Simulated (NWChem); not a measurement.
Molecule: CH4STe; SMILES C[Te]S

```xyz
7

Te    -0.3641    -0.4246     0.0069
C      1.6615    -1.1625     0.0084
H      1.6026    -2.2556     0.1161
H      2.1996    -0.7330     0.8620
H      2.1574    -0.9063    -0.9356
S      0.1725     1.9272     0.0521
H      0.2435     2.1158    -1.2858
```
Atoms are numbered in this order, from 1.

Computed with NWChem. The geometry was optimised at PBE0/def2-SVP. No frequency run checked for a minimum. def2 effective core potentials on Te; no spin-orbit coupling. Ions are spin-unrestricted doublets at the neutral geometry; other ion states weren't tried.

**Question.** Estimate the computed values for PBE/def2-SVP. Quantities: vertical ionisation energy, ΔSCF (eV); −ε(HOMO) (eV).

**Answer.** The vertical ionisation energy, ΔSCF (eV) comes out as 8.19 and the −ε(HOMO) (eV) is 5.05.
